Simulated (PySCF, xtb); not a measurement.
SnO2, SMILES [O]=[Sn]=[O].

GFN2-xTB (xtb) at its own geometry gives an orbital gap of 4.78 eV and a dipole moment of 0.00 D.

Geometry: r2SCAN-D4/def2-TZVP. The def2 effective core potentials stand for the cores of Sn; spin–orbit coupling is left out.

Problem. What does PySCF with M06-2X/def2-TZVPD give? (An estimate is asked for; the answer gives what the named calculation found.)

Solution. gap 7.79 eV (levels -10.19 and -2.40 eV), dipole 0.00 D.
